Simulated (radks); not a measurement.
Ce46+, 12 electrons, occupied as [Ne] 3s2. All-electron calculation, scalar-relativistic Kohn-Sham, PBEsol, spin-polarised, spherical densities, finite nucleus; Fermi nuclear charge, rms radius 4.8771 fm. Program: a radial shooting solver on a logarithmic mesh with Libxc functionals.

Unscreened Slater integrals over Kohn-Sham orbitals (hartree). They are taken over the spin-up orbitals.

\begin{tabular}{lr}
integral & value \\ \hline
F0(3s,3s) & 3.6103 \\
F0(3s,2p) & 4.7221 \\
G1(3s,2p) & 0.49871 \\
F0(3s,2s) & 4.6207 \\
G0(3s,2s) & 0.39905 \\
F0(3s,1s) & 5.4354 \\
G0(3s,1s) & 0.28822 \\
F0(2p,2p) & 10.054 \\
F2(2p,2p) & 4.7789 \\
F0(2p,2s) & 9.2431 \\
G1(2p,2s) & 5.2489 \\
F0(2p,1s) & 13.663 \\
G1(2p,1s) & 2.6108 \\
F0(2s,2s) & 8.7330 \\
F0(2s,1s) & 12.314 \\
G0(2s,1s) & 1.2379 \\
F0(1s,1s) & 38.481 \\
\end{tabular}
